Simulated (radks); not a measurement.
Values are calculated unless marked as measured or tabulated.
Q: These are the eigenvalues of the occupied orbitals of an atom or ion with whole-number occupations (hartree). Code: a radial shooting solver on a logarithmic mesh with Libxc functionals. Model: non-relativistic Kohn-Sham, TPSS, spin-polarised, spherical densities, point nucleus; meta-GGA in the generalised Kohn-Sham scheme.

orbital  eigenvalue
1s down   -2503.237
1s up     -2503.236
2s up     -434.5967
2s down   -434.5905
2p up     -417.9306
2p down   -417.9268
3s up     -119.3474
3s down   -119.0753
3p up     -111.6022
3p down   -111.3516
3d up     -97.20955
3d down   -97.02203
4s up     -42.52280
4s down   -42.14883
4p up     -39.18677
4p down   -38.80764
4d up     -33.11575
4d down   -32.72184
4f up     -25.15895

Which element is it, and in what charge state? The configuration may be excited. Open shells, if any, are filled with parallel spins first.

A: Z = 76, osmium, charge +23: Os23+ in [Kr] 4d10 4f7. The list shows which subshells hold electrons but not how many an open one holds; the 1s level, -2503.2 hartree, gives Z - s = 70.8 by -(Z - s)^2/2, which with screening narrows Z to a few neighbours, and the depths of the outer levels then fix element, charge and occupations together.
